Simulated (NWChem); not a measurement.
# CdN₂H₄; SMILES [NH2][Cd][NH2]

```xyz
7

Cd     0.0000     0.0000     0.0219
N     -2.0153    -0.0477    -0.1317
H     -2.4070     0.8764    -0.3637
H     -2.4551    -0.3156     0.7599
N      2.0153     0.0477    -0.1317
H      2.4070    -0.8764    -0.3637
H      2.4551     0.3156     0.7599
```
Atoms are numbered in this order, from 1.

Program: NWChem. Coordinates come from a PBE-D3(BJ)/def2-SVP (def2 core potentials past Kr) optimisation.

**Question.** What does the run give for Hartree-Fock/STO-3G (all-electron, non-relativistic)? Quantities: highest occupied level (eV); orbital gap (eV); dipole (D).

**Answer.** 
* **highest occupied level (eV)**: -6.79
* **orbital gap (eV)**: 15.62
* **dipole (D)**: 2.08
